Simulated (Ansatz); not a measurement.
Basis-set series for `[CH3][SbH][NH2]`. Total charge 0; spin multiplicity 1. Sb: def2 effective core potential. The structure was optimised at the PBE0-D4/def2-TZVP level. It is one conformer, not always the lowest.

```
functional       basis  functions  energy (Eh)  HOMO (eV)  LUMO (eV)
   PBE0-D4    def2-SVP         84   -336.51916      -6.74       0.04
   PBE0-D4  def2-QZVPP        376   -336.65887      -6.91      -0.45
   ωB97M-V    def2-SVP         84   -336.52279      -8.87       1.86
   ωB97M-V  def2-QZVPP        376   -336.67008      -9.04       1.02
```

Give the rows for def2-TZVPP. (Best estimate.)

Ansatz gave: 
| functional | basis | functions | energy (Eh) | HOMO (eV) | LUMO (eV) |
| --- | --- | --- | --- | --- | --- |
| PBE0-D4 | def2-TZVPP | 196 | -336.65020 | -6.88 | -0.36 |
| ωB97M-V | def2-TZVPP | 196 | -336.66137 | -9.01 | 1.22 |

Positive LUMOs are unbound and depend on the basis.
